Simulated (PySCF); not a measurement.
# Badger's rule along the fifth-period p block: bonds to H

PBE0 in PySCF with x2c-TZVPPall on every atom, spin-free X2C, for the lowest determinant that a PBE0 search found; no spin–orbit coupling. Badger's rule says that Re = d + c·k^(−1/3) for bonds between atoms of fixed rows.

```csv
molecule,state (unpaired electrons),Re (Å),k (mdyn/Å)
HI,singlet (closed shell),1.610,3.24
TeH,doublet (π ↑),1.660,?
SbH,triplet (π ↑↑),1.716,?
SnH,doublet (π ↑),1.779,?
InH,singlet (closed shell),1.851,1.26
```

Task: Fix c and d from HI and InH.

Result: c = (1.851 − 1.61)/(1.26^(−1/3) − 3.24^(−1/3)) = 0.964, d = 1.61 − c·3.24^(−1/3) = 0.959 Å.

Task: Predict k of the others and set the computed values beside them.

Result: 

```
molecule  k by the rule  k computed  difference (%)
     TeH           2.60        2.73              -5
     SbH           2.06        2.21              -7
     SnH           1.62        1.73              -6
```

The rule misses by 6 % on average, well for two fitted constants.

Spin–orbit coupling is left out. States were picked by a PBE0 search and need not be the measured ground states.
